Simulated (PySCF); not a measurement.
Broadened absorption spectrum of C3H11ClGeOSi2

C3H11ClGeOSi2.
SMILES: `C=C(CCl)[SiH2][GeH2][O][SiH3]`

Computed, not measured: TDDFT CAM-B3LYP/def2-SVPD, vertical, gas phase, core orbitals frozen in the response in PySCF. Geometry: PBE0-D3(BJ)/def2-SVP, one conformer, isolated molecule. Relativistic effects, spin–orbit coupling among them, are left out although an element past zinc is present. Torsions of this conformer, `[CH2:1]=[C:2]([CH2:3][Cl:4])[SiH2:5][GeH2:6][O:7][SiH3:8]`: C1–C2–C3–Cl4 134°, C1–C2–Si5–Ge6 -99°, C2–Si5–Ge6–O7 25°, Si5–Ge6–O7–Si8 1°.

Broadening: Gaussians 0.25 eV wide at half height, area fixed by f = 4.319×10⁻⁹ ∫ε dν̃. The width is an assumption, not a result. The curve ends short of the highest state used, and states not computed would add to its high-energy end.

(E (eV), ε (L mol⁻¹ cm⁻¹)): (5.50, 14), (5.54, 50), (5.58, 152), (5.63, 502), (5.67, 1114), (5.71, 2145), (5.75, 3585), (5.80, 5591), (5.84, 6830), (5.88, 7331), (5.92, 7075), (5.96, 6505), (6.01, 6408), (6.05, 7424), (6.09, 9300), (6.13, 11298), (6.18, 12515), (6.22, 11783), (6.26, 9748), (6.30, 7225), (6.35, 4772), (6.39, 4048), (6.43, 4461), (6.47, 5592), (6.51, 6791), (6.56, 7456), (6.60, 6959), (6.64, 5698), (6.68, 4119), (6.73, 2415)

Task: Where are the band maxima, and which computed states make them?

Result: 211 nm (5.88 eV), ε about 7300, made up of S1 (97%); 201 nm (6.18 eV), ε about 13000, made up of S2 (99%); 189 nm (6.56 eV), ε about 7500, made up of S3 (67%) and S4 (32%) (ε in L mol⁻¹ cm⁻¹; maxima over ε = 5, shares over 10%). The states used: S1 5.87 eV (f 0.066); S2 6.18 eV (f 0.115); S3 6.54 eV (f 0.047); S4 6.59 eV (f 0.024); S5 6.92 eV (f 0.0070); S6 6.99 eV (f 0.014); S7 7.10 eV (f 0.018); S8 7.18 eV (f 0.0043); S9 7.25 eV (f 0.048); S10 7.33 eV (f 0.055).

Task: On this curve, what absorbance would a 10⁻⁵ mol/L sample give at 222 nm over a 1 cm path?

Result: 222 nm is 5.585 eV, where ε is about 170 L mol⁻¹ cm⁻¹, so A = ε c l ≈ 0.0017 (Beer–Lambert, with the gas-phase spectrum and the assumed width).

Task: What would ε be at 6.18 eV, the highest of these maxima, with half the width (0.125 eV)?

Result: About 24700 L mol⁻¹ cm⁻¹ against 12500, a factor of about 1.98; a lone state at its own centre would give exactly 2.

Task: Coming from long wavelengths, where does ε first pass 100 L mol⁻¹ cm⁻¹?

Result: At about 223 nm (5.57 eV), 0.31 eV below S1.

All these states lie below the vertical ionisation energy of 9.33 eV (ΔSCF).
